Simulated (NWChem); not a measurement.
System: CH$_{5}$AlFN; SMILES [NH](C)[AlH][F]

```xyz
9

Al     0.4186    -0.6561    -0.0002
F     -0.4443    -2.0751    -0.0005
H      1.9940    -0.6871    -0.0002
N     -0.4872     0.8702     0.0000
C      0.0513     2.2265     0.0010
H     -1.5019     0.8611    -0.0002
H     -0.2556     2.7953     0.8905
H     -0.2582     2.7974    -0.8862
H      1.1464     2.1907    -0.0006
```
Atoms are numbered in this order, from 1.

The geometry was optimised at B3LYP/6-31G* (spherical d).

Problem. Give the principal values of the shielding tensors (ppm) of Al1, F2, N4, C5 from KT2/pcSseg-1, GIAO (NWChem), with their diamagnetic and paramagnetic parts as GIAO splits them.

Solution. 
```csv
atom,σ11,σ22,σ33,isotropic,diamagnetic,paramagnetic
Al1,384.7,412.4,483.4,426.8,798.4,-371.6
F2,235.3,326.6,419.1,327.0,472.0,-145.0
N4,148.9,216.4,256.9,207.4,320.3,-112.9
C5,124.1,149.3,183.4,152.3,246.8,-94.5
```
